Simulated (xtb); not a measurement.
C₄H₉NaO, singlet, geometry from GFN2-xTB (such geometries of metal compounds can be far from the true shape); GFN2-xTB in xtb.

Here is a job for xtb.
```
$ xtb mol.xyz --gfn 2 --ohess --json

# file mol.xyz
15

Na     1.41416953     1.64452484     0.99121953
O      0.00638526     0.48438095     0.82645381
C     -0.34210795    -0.36358128    -0.18034111
C      0.75261015    -1.42345878    -0.42643827
C     -1.65128625    -1.09921080     0.19043998
C     -0.57667651     0.39883633    -1.50187583
H      0.46412264    -2.11615523    -1.21272031
H      0.92429880    -1.97817725     0.49249473
H      1.68367264    -0.92366625    -0.71262686
H     -1.49879107    -1.65142879     1.11299942
H     -1.95379042    -1.78388005    -0.59743711
H     -2.43541732    -0.36628070     0.35593475
H      0.34667865     0.90926824    -1.79481754
H     -1.35327420     1.14432514    -1.35006294
H     -0.87968312    -0.27433875    -2.29951818
```

Output, abridged:

```
   ID    Z sym.   atoms
    1   11 Na     1
    2    8 O      2
    3    6 C      3-6
    4    1 H      7-15

           -------------------------------------------------
          |                Calculation Setup                |
           -------------------------------------------------

molecular fragmentation (1/2 indicates fragments):
111112111111222
# atoms in fragment 1/2:    11     4
 fragment masses (1/2) :       81.07       15.03
CMA distance (Bohr)    :   4.022
constraining FC (au)   :  0.0500

           -------------------------------------------------
          |                 G F N 2 - x T B                 |
           -------------------------------------------------

          ...................................................
          :                      SETUP                      :
          :.................................................:
          :  # basis functions                  33          :
          :  # atomic orbitals                  33          :
          :  # shells                           21          :
          :  # electrons                        32          :
          :  max. iterations                   250          :
          :  Hamiltonian                  GFN2-xTB          :
          :  restarted?                      false          :
          :  GBSA solvation                  false          :
          :  PC potential                    false          :
          :  electronic temp.          300.0000000     K    :
          :  accuracy                    1.0000000          :
          :  -> integral cutoff          0.2500000E+02      :
          :  -> integral neglect         0.1000000E-07      :
          :  -> SCF convergence          0.1000000E-05 Eh   :
          :  -> wf. convergence          0.1000000E-03 e    :
          :  Broyden damping             0.4000000          :
          :  net charge                          0          :
          :  unpaired electrons                  0          :
          ...................................................

 iter      E             dE          RMSdq      gap      omega  full diag
   1    -17.5724064 -0.175724E+02  0.445E+00    1.00       0.0  T
   2    -17.6552091 -0.828027E-01  0.370E+00    1.71       1.0  T
   3    -17.6589671 -0.375795E-02  0.209E+00    1.29       1.0  T
   4    -17.6585861  0.381009E-03  0.496E-01    1.48       1.0  T
   5    -17.6593438 -0.757728E-03  0.296E-01    1.28       1.0  T
   6    -17.6593150  0.287698E-04  0.102E-01    1.37       1.0  T
   7    -17.6593783 -0.632535E-04  0.205E-02    1.31       1.3  T
   8    -17.6593793 -0.106018E-05  0.115E-02    1.31       2.3  T
   9    -17.6593794 -0.936187E-07  0.166E-03    1.31      15.5  T
  10    -17.6593794  0.111709E-07  0.164E-03    1.31      15.7  T
  11    -17.6593794 -0.134391E-07  0.153E-04    1.31     169.2  T
  12    -17.6593794 -0.439471E-11  0.994E-05    1.31     259.8  T

   *** convergence criteria satisfied after 12 iterations ***

         :::::::::::::::::::::::::::::::::::::::::::::::::::::
         ::                     SUMMARY                     ::
         :::::::::::::::::::::::::::::::::::::::::::::::::::::
         :: total energy             -17.451195645472 Eh    ::
         :: gradient norm              0.000080986943 Eh/a0 ::
         :: HOMO-LUMO gap              1.312298302324 eV    ::
         ::.................................................::
         :: SCC energy               -17.659366061422 Eh    ::
         :: -> isotropic ES            0.118574049763 Eh    ::
         :: -> anisotropic ES          0.006550404872 Eh    ::
         :: -> anisotropic XC          0.005523229206 Eh    ::
         :: -> dispersion             -0.008841729560 Eh    ::
         :: repulsion energy           0.208170415950 Eh    ::
         :: add. restraining           0.000000000000 Eh    ::
         :: total charge               0.000000000009 e     ::
[...]
 * total energy  :   -17.4511956 Eh     change       -0.6344081E-10 Eh
   *** GEOMETRY OPTIMIZATION CONVERGED AFTER 1 ITERATIONS ***
         :: total energy             -17.451195645536 Eh    ::
[...]
  33:  0.00  34:  0.00  35:  0.00  36:  0.00  37:  0.00  38:  0.00  39:  0.00  40:  0.00
  41:  0.00  42:  0.00  43:  0.00  44:  0.00  45:  0.00
 output can be read by thermo (or use thermo option).
 writing <g98.out> molden fake output.
 recommended (thermochemical) frequency scaling factor: 1.0
           -------------------------------------------------
          |             Thermodynamic Functions             |
           -------------------------------------------------

cs  symmetry found (for desy threshold:  0.10E+00) used in thermo

          ...................................................
          :                      SETUP                      :
          :.................................................:
          :  # frequencies                          39      :
          :  # imaginary freq.                       0      :
          :  linear?                             false      :
          :  only rotor calc.                    false      :
          :  symmetry                               cs      :
          :  rotational number                       1      :
          :  scaling factor                  1.0000000      :
          :  rotor cutoff                   50.0000000 cm⁻¹ :
          :  imag. cutoff                  -20.0000000 cm⁻¹ :
          :.................................................:

    mode    ω/cm⁻¹     T·S(HO)/kcal·mol⁻¹    T·S(FR)/kcal·mol⁻¹   T·S(vib)
   ------------------------------------------------------------------------
       1     34.13    -1.66181 ( 17.83%)    -1.16899 ( 82.17%)    -1.25688
       2     42.06    -1.53837 ( 33.36%)    -1.10723 ( 66.64%)    -1.25106
       3    160.74    -0.75763 ( 99.07%)    -0.71047 (  0.93%)    -0.75719
       4    227.61    -0.56581 ( 99.77%)    -0.60746 (  0.23%)    -0.56591
       5    235.06    -0.54860 ( 99.80%)    -0.59793 (  0.20%)    -0.54870
       6    281.56    -0.45443 ( 99.90%)    -0.54446 (  0.10%)    -0.45452
   ------------------------------------------------------------------------

   temp. (K)  partition function   enthalpy   heat capacity  entropy
                                   cal/mol     cal/K/mol   cal/K/mol   J/K/mol
 298.15  VIB   457.                 3594.255     21.418     21.904
         ROT  0.205E+06              888.752      2.981     27.289
         INT  0.937E+08             4483.007     24.399     49.193
         TR   0.912E+27             1481.254      4.968     39.582
         TOT                        5964.2610    29.3672    88.7743   371.4315

       T/K    H(0)-H(T)+PV         H(T)/Eh          T*S/Eh         G(T)/Eh
   ------------------------------------------------------------------------
    298.15    0.950465E-02    0.130906E+00    0.421795E-01    0.887270E-01
   ------------------------------------------------------------------------

         :::::::::::::::::::::::::::::::::::::::::::::::::::::
         ::                  THERMODYNAMIC                  ::
         :::::::::::::::::::::::::::::::::::::::::::::::::::::
         :: total free energy         -17.362468667342 Eh   ::
         ::.................................................::
         :: total energy              -17.451195645536 Eh   ::
         :: zero point energy           0.121401843299 Eh   ::
         :: G(RRHO) w/o ZPVE           -0.032674865105 Eh   ::
         :: G(RRHO) contrib.            0.088726978193 Eh   ::
         :::::::::::::::::::::::::::::::::::::::::::::::::::::

optimized geometry written to: xtbopt.xyz

           -------------------------------------------------
          | TOTAL ENERGY              -17.451195645536 Eh   |
          | TOTAL ENTHALPY            -17.320289147334 Eh   |
          | TOTAL FREE ENERGY         -17.362468667342 Eh   |
          | GRADIENT NORM               0.000080743957 Eh/α |
          | HOMO-LUMO GAP               1.312243045284 eV   |
           -------------------------------------------------

normal termination of xtb
```
